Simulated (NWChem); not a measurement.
Molecule: WO₃; SMILES [W](=[O])(=[O])=[O]

```xyz
4

W      0.0000     0.0000    -0.0014
O      1.6752    -0.4409    -0.0019
O     -1.2195    -1.2303    -0.0019
O     -0.4557     1.6712    -0.0019
```
Atoms are numbered in this order, from 1.

This is a stationary point of PBE0/def2-SVP with def2 effective core potentials on W (NWChem), point group D3h. def2 effective core potentials on W; no spin-orbit coupling.

Is it a minimum? If not, what does it relax to?

No. It has an imaginary frequency of 273i cm⁻¹. Following that mode (on a finer grid) lowers the energy by 22.7 kcal/mol and ends, with real frequencies alone, at point group C3v:
```xyz
4

W      0.0000     0.0000     0.2977
O      1.5347    -0.4040    -0.3543
O     -1.1172    -1.1271    -0.3543
O     -0.4175     1.5311    -0.3543
```
